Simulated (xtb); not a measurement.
CH3Li, triplet, at a GFN2-xTB geometry (such geometries of metal compounds can be far from the true shape) (a higher spin typed on purpose: for a closed-shell molecule this is an excited state). Base run: GFN2-xTB run with xtb.

Geometry (Å):
```xyz
5

Li    -1.2389    -0.7207    -1.0882
C      0.3925     0.2274     0.3448
H      0.7395    -0.6951     0.7597
H     -0.3176     0.8121     0.8902
H      0.9400     0.6804    -0.4543
```
Charge 0, spin multiplicity 3.
All else is at xtb's defaults.
Base energy -3.75178 Eh.

Variants of this job, named by their change:

```tsv
change	ΔE vs base (kJ/mol)	dipole (D)	G_solv (kcal/mol)	SCF cycles
base	0.00	4.22	-	11
etemp = 3000	-0.18	4.21	-	10
etemp = 1000	0.00	4.22	-	11
etemp = 5000	-4.17	4.10	-	10
gbsa = toluene	-26.8	4.22	-6.40	9
alpb = chcl3	-26.17	4.22	-6.26	10
```

ALPB and GBSA are two models with their own fitted parameters for each solvent, which aren't always the measured dielectric constant.
